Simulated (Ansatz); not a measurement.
Geometry optimisation, RKS PBE-D4/def2-SVP (Ansatz 0.2.0).

Input:

```yaml
crystal:
  periodic: [false, false, false]
  atoms:
    - { symbol: Zr, position_ang: [-0.799402, -0.685276, 0.048028] }
    - { symbol: Cl, position_ang: [1.80193, 2.40872, -0.43206] }
    - { symbol: F, position_ang: [-0.872314, -2.233493, -1.043993] }
    - { symbol: F, position_ang: [-1.661311, -0.992138, 1.708637] }
    - { symbol: F, position_ang: [-1.619024, 0.770355, -0.850254] }
    - { symbol: H, position_ang: [1.986876, 1.204263, 0.073051] }
    - { symbol: H, position_ang: [1.163145, -0.472529, 0.496591] }
basis:
  gaussian: { orbitals: def2-SVP }
hamiltonian:
  xc: pbe
  dispersion: d4
relax:
  f_tol: 0.03
  max_steps: 50
```

Run as:

```bash
$ ansatz run input.yaml --threads 2 --pin off --max-ram 3072MiB --backend cpu --events-out ev --progress --plain --runs-dir out
```

Where does it end, and by what steps?

The forces met the threshold. The force dipped under the threshold on the way, but the program's further checks kept it going. After 29 steps the energy has fallen by 2.047 eV; H6 moved furthest, 1.59 Å. Parted: Zr1–H7, Cl2–H6. Joined: Zr1–Cl2, H6–H7.

```tsv
step	energy less start (eV)	largest force component (eV/Å)	accepted
0	0.0000	1.116	yes
2	-0.0909	0.190	yes
4	-0.1226	0.326	yes
6	-0.1249	0.102	yes
8	-0.1432	0.129	yes
10	-0.2391	0.373	yes
12	-0.5069	1.313	yes
14	-1.1067	2.315	yes
16	-1.6812	0.680	yes
18	-1.8662	0.609	yes
20	-1.9752	0.217	yes
22	-2.0297	0.134	yes
24	-2.0386	0.255	yes
26	-2.0442	0.133	yes
28	-2.0460	0.029	yes
29	-2.0468	0.017	yes
```

```xyz
7
Properties=species:S:1:pos:R:3
Zr -0.707 0.175 -0.199
Cl 0.627 2.122 -0.368
F -0.162 -1.233 -1.364
F -0.917 -0.419 1.599
F -2.448 0.667 -0.775
H 1.888 -0.286 0.621
H 1.718 -1.026 0.486
```

Run time: 64 s on 2 threads of Arm Neoverse V1, with other jobs on the host, peak memory 0.15 GiB.
